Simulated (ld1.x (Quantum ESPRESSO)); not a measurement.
## What the settings do to the TM semilocal potential of C

Base potential:

| Item | Value |
| --- | --- |
| Element | C (Z = 6) |
| Generator | ld1.x (Quantum ESPRESSO) 7.5 |
| Type | norm-conserving Troullier–Martins (semilocal form) |
| Functional | revPBE |
| Relativity | non-relativistic |
| Frozen core | [He] |
| Valence charge | 4 |
| Reference configuration | 2s2 2p2 |
| Partial waves | 2p (bound): rc 2.90 bohr; 2s (bound): rc 1.10 bohr |
| Local potential | the s channel |
| Core correction | none |

Cutoffs, loose and tight: the cutoffs (Ry, on a coarse ladder) from which the occupation-weighted sum of valence levels, in a spherical-Bessel basis at the reference potential, stays within 10 and 1 mRy of its value at 400 Ry. They do not see the model core or the augmentation charge, which bear on the density cutoff. Test errors are all-electron minus pseudo excitation energies from the reference, over the configurations 2s2 2p1; 2s2 2p0; 2s1 2p0; 2s2 2p2.3; 2s2 2p1.5; 2s0 2p4; 2s1 2p3. A dash means not determined; rows that change the core or the reference have their own tests.

A semilocal file is local in each channel, so a ghost entry of none says nothing of the separable form that plane-wave codes build from it.

| change | outcome | cutoff, loose | cutoff, tight | bound ghosts | largest test error (meV) |
| --- | --- | --- | --- | --- | --- |
| base | generated | 35 Ry | 90 Ry | none | +1793 |
| wave 2p (bound): rc 2.90 bohr becomes 2p (bound): rc 2.40 bohr | generated | 35 Ry | 90 Ry | none | +1008 |
| wave 2p (bound): rc 2.90 bohr becomes 2p (bound): rc 2.72 bohr | generated | 35 Ry | 90 Ry | none | +1525 |
| wave 2p (bound): rc 2.90 bohr becomes 2p (bound): rc 3.02 bohr | generated | 35 Ry | 90 Ry | none | +2098 |
| wave 2p (bound): rc 2.90 bohr becomes 2p (bound): rc 3.32 bohr | generated | 35 Ry | 90 Ry | none | +2833 |
| wave 2p (bound): rc 2.90 bohr becomes 2p (bound): rc 3.46 bohr | generated | 35 Ry | 90 Ry | none | +3043 |
| wave 2p (bound): rc 2.90 bohr becomes 2p (bound): rc 4.06 bohr | generated | 35 Ry | 90 Ry | none | +4826 |
| wave 2p (bound): rc 2.90 bohr becomes 2p (bound): rc 4.34 bohr | generated | 35 Ry | 90 Ry | none | +5436 |

Q: What comes out with this change to the base: wave 2p (bound): rc 2.90 bohr becomes 2p (bound): rc 2.08 bohr?

A: outcome: generated; cutoff, loose: 35 Ry; cutoff, tight: 90 Ry; bound ghosts: none; largest test error (meV): +621.

Q: What comes out with this change to the base: wave 2p (bound): rc 2.90 bohr becomes 2p (bound): rc 1.92 bohr?

A: outcome: generated; cutoff, loose: 35 Ry; cutoff, tight: 90 Ry; bound ghosts: none; largest test error (meV): +497.

Q: What comes out with this change to the base: wave 2p (bound): rc 2.90 bohr becomes 2p (bound): rc 3.74 bohr?

A: outcome: generated; cutoff, loose: 35 Ry; cutoff, tight: 90 Ry; bound ghosts: none; largest test error (meV): +3740.

Reading the sweep of the p radius (base included, trends over the rows without a ghost): The loose cutoff stays near 35 Ry. The median size of the test errors (rows with all tests solved) rises from 11.8 meV at 1.92 to 431.1 meV at 4.34 bohr. More of the atom is replaced by a form fitted at one configuration, so other configurations suffer as the radius grows.
